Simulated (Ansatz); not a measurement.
Geometry optimisation, Ansatz, RKS r2SCAN-D4/def2-mTZVP.

The input (input.yaml):

```yaml
crystal:
  periodic: [false, false, false]
  atoms:
    - { symbol: "N", position_ang: [-0.3803, 1.389, 0.7389] }
    - { symbol: C, position_ang: [0.2602, 0.5786, 1.4107] }
    - { symbol: O, position_ang: [0.5079, -0.7033, 0.9172] }
    - { symbol: B, position_ang: [0.2354, -1.2315, -0.4163] }
    - { symbol: "N", position_ang: [0.68254, -2.66689, -0.82001] }
    - { symbol: H, position_ang: [-0.6265, 2.4024, 1.1046] }
    - { symbol: H, position_ang: [0.664, 0.8634, 2.3924] }
    - { symbol: H, position_ang: [-0.19044, -0.5397, -1.25831] }
    - { symbol: H, position_ang: [0.04597, -3.27488, -0.25254] }
    - { symbol: H, position_ang: [0.50259, -2.77363, -1.80515] }
basis:
  gaussian: { orbitals: def2-mTZVP }
hamiltonian:
  xc: r2scan
  dispersion: d4
relax:
  f_tol: 0.015
  max_steps: 40
output:
  orbitals: {}
```

Launched with:

```bash
$ ansatz run input.yaml --threads 2 --pin off --max-ram 3072MiB --backend cpu --events-out ev --progress --plain --runs-dir out
```

**Question.** Where does it end, and by what steps?

**Answer.** The forces met the threshold. After 10 steps the energy has fallen by 1.467 eV; H8 moved furthest, 0.61 Å.

| step | energy less start (eV) | largest force component (eV/Å) | accepted |
| --- | --- | --- | --- |
| 0 | 0.0000 | 3.381 | yes |
| 1 | -0.9061 | 1.739 | yes |
| 2 | -1.2119 | 2.128 | yes |
| 3 | -1.3688 | 0.823 | yes |
| 4 | -1.4262 | 0.864 | yes |
| 5 | -1.4573 | 0.189 | yes |
| 6 | -1.4663 | 0.160 | yes |
| 7 | -1.4667 | 0.114 | yes |
| 8 | -1.4670 | 0.021 | yes |
| 9 | -1.4670 | 0.034 | yes |
| 10 | -1.4670 | 0.004 | yes |

```xyz
10
Properties=species:S:1:pos:R:3
N -0.625 1.258 0.714
C 0.222 0.516 1.290
O 0.525 -0.724 0.852
B 0.360 -1.104 -0.485
N 0.284 -2.472 -0.739
H -0.700 2.144 1.216
H 0.780 0.746 2.204
H 0.358 -0.301 -1.362
H 0.271 -3.170 -0.008
H 0.227 -2.850 -1.671
```

Whether the end is a true minimum wasn't checked by a vibrational analysis.

Time of the run: 41 s on 2 threads of Arm Neoverse V1 (shared host), peak memory 0.17 GiB.
